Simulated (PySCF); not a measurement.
C₂H₈AlNO, SMILES [NH2][Al]([CH2]C)[OH].

The structure is a stationary point at PBE0-D3(BJ)/def2-SVP. The structure was generated by enumeration; whether it is a known compound was not checked. The values are those of a single conformer.

These are PBE0-D3(BJ)/def2-SVP in PySCF values and carry that method's errors.

Frequencies are harmonic and unscaled.

```json
[
 {"mode": "1", "ν (cm⁻¹)": "25", "IR (km/mol)": "0.7", "moving atoms (share of kinetic energy)": "H 42 %, C 35 %, N 14 %"},
 {"mode": "2", "ν (cm⁻¹)": "107", "IR (km/mol)": "0.9", "moving atoms (share of kinetic energy)": "C 29 %, O 27 %, H 26 %, Al 10 %"},
 {"mode": "3", "ν (cm⁻¹)": "163", "IR (km/mol)": "0.5", "moving atoms (share of kinetic energy)": "H 60 %, Al 18 %, N 9 %"},
 {"mode": "4", "ν (cm⁻¹)": "206", "IR (km/mol)": "10.9", "moving atoms (share of kinetic energy)": "H 35 %, O 21 %, N 21 %, C 12 %, Al 10 %"},
 {"mode": "5", "ν (cm⁻¹)": "260", "IR (km/mol)": "3.8", "moving atoms (share of kinetic energy)": "H 56 %, Al 21 %, C 11 %"},
 {"mode": "6", "ν (cm⁻¹)": "276", "IR (km/mol)": "52.3", "moving atoms (share of kinetic energy)": "H 94 %"},
 {"mode": "7", "ν (cm⁻¹)": "312", "IR (km/mol)": "32.1", "moving atoms (share of kinetic energy)": "Al 36 %, C 29 %, H 18 %, N 10 %"},
 {"mode": "8", "ν (cm⁻¹)": "363", "IR (km/mol)": "18.7", "moving atoms (share of kinetic energy)": "H 90 %"},
 {"mode": "9", "ν (cm⁻¹)": "403", "IR (km/mol)": "238.9", "moving atoms (share of kinetic energy)": "H 80 %, N 19 %"},
 {"mode": "10", "ν (cm⁻¹)": "519", "IR (km/mol)": "150.3", "moving atoms (share of kinetic energy)": "H 79 %, O 15 %"},
 {"mode": "11", "ν (cm⁻¹)": "562", "IR (km/mol)": "12.8", "moving atoms (share of kinetic energy)": "C 46 %, H 33 %, Al 8 %"},
 {"mode": "12", "ν (cm⁻¹)": "609", "IR (km/mol)": "41.3", "moving atoms (share of kinetic energy)": "H 72 %, C 17 %"},
 {"mode": "13", "ν (cm⁻¹)": "651", "IR (km/mol)": "30.2", "moving atoms (share of kinetic energy)": "H 58 %, N 18 %, O 17 %"},
 {"mode": "14", "ν (cm⁻¹)": "818", "IR (km/mol)": "169.5", "moving atoms (share of kinetic energy)": "Al 41 %, N 32 %, H 16 %, O 8 %"},
 {"mode": "15", "ν (cm⁻¹)": "900", "IR (km/mol)": "113.7", "moving atoms (share of kinetic energy)": "Al 41 %, O 29 %, H 20 %, N 10 %"},
 {"mode": "16", "ν (cm⁻¹)": "933", "IR (km/mol)": "20.0", "moving atoms (share of kinetic energy)": "H 84 %"},
 {"mode": "17", "ν (cm⁻¹)": "963", "IR (km/mol)": "15.9", "moving atoms (share of kinetic energy)": "H 82 %, C 13 %"},
 {"mode": "18", "ν (cm⁻¹)": "1051", "IR (km/mol)": "20.9", "moving atoms (share of kinetic energy)": "C 74 %, H 26 %"},
 {"mode": "19", "ν (cm⁻¹)": "1224", "IR (km/mol)": "5.3", "moving atoms (share of kinetic energy)": "H 59 %, C 40 %"},
 {"mode": "20", "ν (cm⁻¹)": "1243", "IR (km/mol)": "2.8", "moving atoms (share of kinetic energy)": "H 77 %, C 23 %"},
 {"mode": "21", "ν (cm⁻¹)": "1393", "IR (km/mol)": "3.5", "moving atoms (share of kinetic energy)": "H 83 %, C 17 %"},
 {"mode": "22", "ν (cm⁻¹)": "1426", "IR (km/mol)": "3.4", "moving atoms (share of kinetic energy)": "H 90 %, C 10 %"},
 {"mode": "23", "ν (cm⁻¹)": "1473", "IR (km/mol)": "4.7", "moving atoms (share of kinetic energy)": "H 96 %"},
 {"mode": "24", "ν (cm⁻¹)": "1479", "IR (km/mol)": "6.4", "moving atoms (share of kinetic energy)": "H 97 %"},
 {"mode": "25", "ν (cm⁻¹)": "1531", "IR (km/mol)": "52.9", "moving atoms (share of kinetic energy)": "H 89 %, N 10 %"},
 {"mode": "26", "ν (cm⁻¹)": "3035", "IR (km/mol)": "28.3", "moving atoms (share of kinetic energy)": "H 95 %"},
 {"mode": "27", "ν (cm⁻¹)": "3041", "IR (km/mol)": "31.8", "moving atoms (share of kinetic energy)": "H 96 %"},
 {"mode": "28", "ν (cm⁻¹)": "3087", "IR (km/mol)": "9.8", "moving atoms (share of kinetic energy)": "H 91 %, C 9 %"},
 {"mode": "29", "ν (cm⁻¹)": "3121", "IR (km/mol)": "28.4", "moving atoms (share of kinetic energy)": "H 91 %, C 9 %"},
 {"mode": "30", "ν (cm⁻¹)": "3141", "IR (km/mol)": "20.4", "moving atoms (share of kinetic energy)": "H 91 %, C 9 %"},
 {"mode": "31", "ν (cm⁻¹)": "3618", "IR (km/mol)": "21.3", "moving atoms (share of kinetic energy)": "H 95 %"},
 {"mode": "32", "ν (cm⁻¹)": "3709", "IR (km/mol)": "21.9", "moving atoms (share of kinetic energy)": "H 92 %, N 8 %"},
 {"mode": "33", "ν (cm⁻¹)": "4001", "IR (km/mol)": "78.1", "moving atoms (share of kinetic energy)": "H 94 %"}
]
```
